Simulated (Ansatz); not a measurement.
C2H6AlF3S (`C[S+](C)[Al-]([F])([F])[F]`) at its PBE0-D4/def2-TZVP geometry, where that method's forces vanish. The species carries charge 0 and has multiplicity 1.

```xyz
13

C    -0.2678    0.1590   -1.6547
S     0.0365   -0.9528   -0.2736
C    -1.3592   -0.5825    0.7993
Al    1.7063    0.3205    0.8590
F     1.8228   -0.5001    2.2892
F     2.9611    0.2455   -0.2142
F     0.9060    1.7761    0.9291
H     0.5988    0.0873   -2.3115
H    -0.3722    1.1818   -1.2943
H    -1.1608   -0.1646   -2.1880
H    -1.1940   -1.1288    1.7276
H    -1.3990    0.4868    1.0042
H    -2.2783   -0.9282    0.3277
```

Task: What forces (eV/Å) does PBE-D4/def2-TZVPP give on these atoms in the Gaussian-basis code of Ansatz? (Best estimate.)

Result: The calculation gave: 
```
C1  -0.028  0.043 -0.053
S2   0.198 -0.332 -0.012
C3  -0.065  0.018  0.030
Al4 -0.091 -0.078 -0.065
F5   0.038 -0.259  0.440
F6   0.389 -0.029 -0.333
F7  -0.236  0.450  0.027
H8   0.170 -0.009 -0.130
H9  -0.018  0.213  0.063
H10 -0.180 -0.060 -0.118
H11  0.030 -0.104  0.185
H12 -0.014  0.216  0.052
H13 -0.194 -0.070 -0.087
```
